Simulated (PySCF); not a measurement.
SCF from a fresh guess for triplet MoS2, at the B3LYP minimum. PySCF input:

```python
from pyscf import gto, scf, dft
mol = gto.M(atom='''
Mo     0.458068    -0.016042    -0.000000
S     -0.701352     0.024562     1.776290
S     -0.701352     0.024562    -1.776290''',
    basis={'Mo': 'def2-SVP', 'S': 'def2-SVP'},
    ecp={'Mo': 'def2-SVP'},
    charge=0, spin=2)
mf = dft.UKS(mol, xc='B3LYP')
mf.grids.atom_grid = (50, 194)
aux = {'Mo': 'def2-universal-JKFIT', 'S': 'def2-universal-JKFIT'}
mf = mf.density_fit(auxbasis=aux)
mf.conv_tol = 1e-08
mf.diis_space = 10
mf.max_cycle = 60
mf.init_guess = 'minao'
mf.verbose = 4
mf.kernel()
```

Excerpt of the output (cycles alone):

```
init E= -856.968064139571
cycle= 1 E= -864.318961571023  delta_E= -7.35  |g|= 0.352  |ddm|= 2.28
cycle= 2 E= -864.195504630042  delta_E= 0.123  |g|= 0.596  |ddm|= 1.12
cycle= 3 E= -864.251697909123  delta_E= -0.0562  |g|= 0.534  |ddm|= 0.962
cycle= 4 E= -864.401834026105  delta_E= -0.15  |g|= 0.0233  |ddm|= 0.434
cycle= 5 E= -864.402705512084  delta_E= -0.000871  |g|= 0.0137  |ddm|= 0.0791
cycle= 6 E= -864.40300343362  delta_E= -0.000298  |g|= 0.00665  |ddm|= 0.0385
cycle= 7 E= -864.403217858421  delta_E= -0.000214  |g|= 0.00227  |ddm|= 0.0526
cycle= 8 E= -864.403248815469  delta_E= -3.1e-05  |g|= 0.0012  |ddm|= 0.022
cycle= 9 E= -864.40325227603  delta_E= -3.46e-06  |g|= 0.000197  |ddm|= 0.00668
cycle= 10 E= -864.403252511731  delta_E= -2.36e-07  |g|= 9.48e-05  |ddm|= 0.00132
cycle= 11 E= -864.403252580959  delta_E= -6.92e-08  |g|= 6.87e-05  |ddm|= 0.000858
cycle= 12 E= -864.403252600432  delta_E= -1.95e-08  |g|= 2.17e-05  |ddm|= 0.00053
cycle= 13 E= -864.40325260351  delta_E= -3.08e-09  |g|= 5.16e-06  |ddm|= 0.000309
Extra cycle  E= -864.403252603566  delta_E= -5.62e-11  |g|= 8.1e-06  |ddm|= 2.49e-05
converged SCF energy = -864.403252603566  <S^2> = 2.0447263  2S+1 = 3.0296708
```

No lower solution of this spin was found from smeared starts or by a stability analysis within the unrestricted form.

Other spin states or occupations of the open shell can lie lower.

The search for the lowest solution, 3 starts and the stability check together, took 5.3 s on 2 threads of a shared AMD EPYC 9R45 (Zen 5) host, with 67 basis functions; the process peaked at 0.33 GiB.
